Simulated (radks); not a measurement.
Results of a calculation; reference values are marked as such.
The nuclear charge of the copper ion Cu2+ is varied continuously with 27 electrons held in [Ar] 3d9. Code: a radial shooting solver on a logarithmic mesh with Libxc functionals. Model: non-relativistic Kohn-Sham, SCAN, spin-unpolarised, spherical densities, point nucleus; meta-GGA in the generalised Kohn-Sham scheme. By the Hellmann-Feynman theorem dE/dZ = E(electron-nucleus)/Z, the electronic potential at the nucleus.

Z     E (hartree)  E(electron-nucleus)/Z (hartree)  HOMO  e(HOMO) (eV)  <r> HOMO (bohr)
28    -1508.11465                         -128.441    3d       -13.023            1.060
28.2  -1533.92438                         -129.655    3d       -16.016            1.025
28.4  -1559.97653                         -130.866    3d       -19.215           0.9934
28.6  -1586.27060                         -132.074    3d       -22.611           0.9644
28.8  -1612.80609                         -133.280    3d       -26.196           0.9378
29    -1639.58257                         -134.484    3d       -29.964           0.9133
29.2  -1666.59939                         -135.686    3d       -33.907           0.8906
29.4  -1693.85664                         -136.886    3d       -38.021           0.8694
29.6  -1721.35385                         -138.085    3d       -42.302           0.8496
29.8  -1749.09073                         -139.283    3d       -46.745           0.8310
30    -1777.06706                         -140.480    3d       -51.346           0.8135

The central difference of E at Z = 29 is -134.483 hartree, to compare with the third column; the second derivative is -6.01 hartree.
